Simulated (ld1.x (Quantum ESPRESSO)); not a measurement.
**Reading a pseudo-wave (gold)**

Columns: radius, all-electron u(r) and pseudo u(r) of the 5p shell (level -59.78 eV) of gold in the configuration [Kr] 4d10 4f14 5s2 5p6 5d10 6s1 6p0; PBE, scalar-relativistic, RRKJ scheme, ld1.x (Quantum ESPRESSO) 7.5.

```
r (bohr)  all-electron   pseudo
   0.123       -0.4016  -0.0476
   0.245        0.2659  -0.1794
   0.368        0.5910  -0.3722
   0.490        0.1279  -0.5871
   0.613       -0.4726  -0.7901
   0.735       -0.8924  -0.9465
   0.858       -1.0966  -1.0389
   0.980       -1.1336  -1.0603
   1.103       -1.0680  -1.0180
   1.225       -0.9519  -0.9288
   1.348       -0.8170  -0.8109
   1.470       -0.6849  -0.6851
   1.593       -0.5632  -0.5639
   1.715       -0.4581  -0.4582
   1.838       -0.3685  -0.3685
   1.960       -0.2949  -0.2949
   2.083       -0.2342  -0.2342
   2.205       -0.1856  -0.1856
   2.328       -0.1463  -0.1463
   2.450       -0.1153  -0.1153
   2.573       -0.0904  -0.0904
   2.695       -0.0709  -0.0709
   2.818       -0.0555  -0.0555
   2.940       -0.0434  -0.0434
   3.063       -0.0338  -0.0338
   3.185       -0.0264  -0.0264
```

(1) How many radial nodes do the two functions have?

(2) At about which radius was the pseudo-wave matched?

(3) Is the pseudo-wave norm-conserving?

## Answers

(1) The all-electron 5p function has n − l − 1 = 3 (the table is too coarse to show those close to the nucleus); the pseudo-wave has 0, since the states of the same l below it are removed with the core.

(2) 1.80 bohr, where the columns begin to agree (steps of 0.12 bohr).

(3) Yes: the RRKJ scheme keeps the norm inside the radius equal to the all-electron one, which fixes the energy derivative of the logarithmic derivative at the level.
